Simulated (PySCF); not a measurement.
Ge(H)(F)(NH2)2 (FGeH5N2), SMILES [GeH]([NH2])([F])[NH2]. Atoms are numbered in the order given.

```xyz
9

Ge    -0.0561     0.1829    -0.1953
N      1.3455    -0.8041    -0.7554
N     -1.3435    -0.9961     0.2886
F      0.2384     1.0565     1.2919
H     -0.3430     1.2794    -1.2330
H      1.6477    -1.5371    -0.1204
H      2.1467    -0.3057    -1.1287
H     -2.1117    -0.6074     0.8269
H     -1.7034    -1.5881    -0.4536
```
Charge 0, spin multiplicity 1.

Geometry: PBE0-D3(BJ)/def2-SVP. This is a generated structure with no PubChem entry under its InChIKey; it may be hypothetical. The values are those of a single conformer.

Two levels are set side by side: PBE/pcSseg-1 (PySCF) and KT2/pcSseg-1 (PySCF). GIAO shifts against CFCl3 (¹⁹F), GeH4 (⁷³Ge), NH3 (¹⁵N), TMS (¹H) at the same level; non-relativistic, no solvent, atoms listed together averaged. Differences are taken from unrounded values.

```
quantity                 PBE
--------------------  ------
δ(⁷³Ge) of Ge1 (ppm)   394.3
δ(¹⁹F) of F4 (ppm)    -180.5
δ(¹H) of H5 (ppm)       6.35
```

Q: These are the PBE values. What does KT2 give? (The exact figures need the calculation; the answer reports its results.)

A: 
```csv
quantity,KT2,PBE minus KT2
δ(⁷³Ge) of Ge1 (ppm),384.2,10.1
δ(¹⁹F) of F4 (ppm),-185.4,4.9
δ(¹H) of H5 (ppm),6.30,0.05
```

Rough cost on one machine, each run with all the roots and properties that it gave: KT2 against PBE within a factor of 2.
